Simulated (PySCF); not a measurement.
Ligands exchanged one at a time, Ge F-H. All species are isolated molecules in the gas phase. Strings in code marks are SMILES.

The T1 excitation (TDA) from two functionals at the same geometries (r2SCAN-D4/def2-TZVP), both in PySCF: PBE-D3(BJ)/def2-TZVP and r2SCAN-D4/def2-TZVP. Excitations are Tamm–Dancoff values on a coarser integration grid. The basis has no diffuse functions, so Rydberg states are missing or too high.

| species | PBE-D3(BJ)/def2-TZVP (eV) | r2SCAN-D4/def2-TZVP (eV) |
|---|---|---|
| 1 of 4 F replaced by H | 7.49 | 8.01 |
| 2 of 4 F replaced by H | 7.23 | 7.67 |
| 3 of 4 F replaced by H | 6.85 | 7.37 |

Over these rows, drawn at random from the members with no instability flagged (it was tested for open shells, ions and some series alone), PBE minus r2SCAN-D4: mean -0.49 eV, from -0.52 eV to -0.44 eV.
